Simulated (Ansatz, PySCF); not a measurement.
CH6ClNOSi2, SMILES O[Si@@]1(Cl)CN[SiH2]1.

Coordinates come from a PBE0-D3(BJ)/def2-SVP optimisation. The structure was generated by enumeration; whether it is a known compound was not checked. Other conformers were not sampled.

Vertical ionisation energy (IE) and electron affinity (EA) in eV. Rows of orbital energies are one-electron estimates. Where ΔSCF, EOM or ADC give a negative EA the extra electron is unbound and the value depends on the basis.

```csv
level,IE,EA
"−ε(HOMO), −ε(LUMO), CAM-B3LYP/def2-TZVP (PySCF)",8.28,-0.71
"−ε(HOMO), −ε(LUMO), PBE/def2-TZVP (PySCF)",5.56,1.08
"ΔSCF, PBE0/def2-SVPD (Ansatz), final states of multiplicity 2 and 2",8.86,-0.91
"ΔSCF, PBE/def2-SVPD (Ansatz), final states of multiplicity 2 and 2",8.66,-0.70
```

Question: What vertical singlet–triplet gap does ΔSCF give with PBE0/def2-SVPD (Ansatz, a quantum-chemistry and plane-wave program) and with PBE/def2-SVPD (Ansatz)? (Estimate from the structure and the level; the computed values follow.)

Answer: 4.91 and 4.64 eV (triplet above singlet where positive).
